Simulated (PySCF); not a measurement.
Hf(Cl)4(NH3) (Cl₄H₃HfN), SMILES [Cl][Hf](<-[NH3])([Cl])([Cl])[Cl], multiplicity 1. Atoms are numbered in the order given.

```xyz
9

Hf     0.0000     0.0000     0.0268
Cl     2.0310    -1.1726    -0.3388
Cl     0.0000     0.0000     2.3882
Cl     0.0000     2.3451    -0.3388
Cl    -2.0310    -1.1726    -0.3388
N      0.0000     0.0000    -2.4076
H      0.0000    -0.9535    -2.7988
H      0.8258     0.4768    -2.7988
H     -0.8258     0.4768    -2.7988
```
Charge 0, spin multiplicity 1.

Coordinates come from a PBE-D3(BJ)/def2-SVP optimisation. The spin state was assumed, not searched. The def2 effective core potentials stand for the cores of Hf; spin–orbit coupling is left out.

Method: CAM-B3LYP/def2-TZVP run with PySCF.

Symmetry labels are those of the subgroup Cs that the program uses (full group C3v).

Computed valence orbital energies around the gap with their symmetry:
```csv
orbital,symmetry,energy (eV)
HOMO−7,A",-11.44
HOMO−6,A',-11.44
HOMO−5,A",-11.14
HOMO−4,A',-11.14
HOMO−3,A",-10.62
HOMO−2,A',-10.53
HOMO−1,A',-10.19
HOMO,A",-10.19
LUMO,A',-0.68
LUMO+1,A",-0.68
LUMO+2,A',-0.08
LUMO+3,A",-0.08
```
